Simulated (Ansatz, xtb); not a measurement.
# Two isomers of C4H12SSi

Structure a: `CS[SiH2]C(C)C`, a singlet. Structure b: `CC[Si@H](C)SC`, a singlet. Both are isolated molecules in the gas phase, relaxed with PBE-D3(BJ)/def2-SVP; each stands in its lowest conformer found.

Quicker runs give these differences E(b) − E(a): GFN2-xTB +6.1 kcal/mol; HF/STO-3G −11.3 kcal/mol (at GFN2-xTB geometries); r2SCAN-D4/def2-SVP −10.6 kcal/mol (at GFN2-xTB geometries).

Task: Which of the two would you expect CCSD(T)/def2-SVP + ΔMP2/def2-TZVPP electronic energies to favour?

Result: Structure b; the calculation gives E(b) − E(a) = −10.6 kcal/mol.

Level by level:

```tsv
level	geometry	E(b) − E(a) (kcal/mol)	departure from the last row (kcal/mol)	job, with rough time for the two
GFN2-xTB	GFN2-xTB	+6.1	+16.7	optimisation, 0.29 s
HF/STO-3G	GFN2-xTB	−11.3	−0.7	single point, 0.44 s
r2SCAN-D4/def2-SVP	GFN2-xTB	−10.6	0.0	single point, 4.4 s
PBE-D3(BJ)/def2-SVP	PBE-D3(BJ)/def2-SVP	−9.4	+1.2	optimisation, 31 s
HF/def2-SVP	PBE-D3(BJ)/def2-SVP	−9.8	+0.8	part of the CCSD(T) run
MP2/def2-SVP	PBE-D3(BJ)/def2-SVP	−8.7	+1.9	part of the CCSD(T) run
CCSD(T)/def2-SVP	PBE-D3(BJ)/def2-SVP	−8.0	+2.5	single point
CCSD(T)/def2-SVP + ΔMP2/def2-TZVPP	PBE-D3(BJ)/def2-SVP	−10.6		single point, 86 s
```

As drawn, b has 1 C–Si, 1 C–H in place of 1 C–C, 1 Si–H.

GFN2-xTB puts the two in the other order. The largest departure from CCSD(T)/def2-SVP + ΔMP2/def2-TZVPP is that of GFN2-xTB, 16.7 kcal/mol. The last row adds to CCSD(T) the change of the MP2 difference between the two basis sets, here −2.5 kcal/mol.

With thermal terms from frequencies at re-optimised GFN2-xTB minima (ideal gas, soft modes damped towards free rotors, one conformer each, 298.15 K, 1 atm): on the last row, ΔE + ΔZPE = −10.0, ΔH = −9.7, ΔG = −10.6 kcal/mol.

The correlated steps freeze 14 core orbitals. Mirror images aren't counted in ΔG. Codes used: Ansatz 0.2.0, xtb 6.7.1; the last row on 4 threads of Arm Neoverse V1 on a shared host.
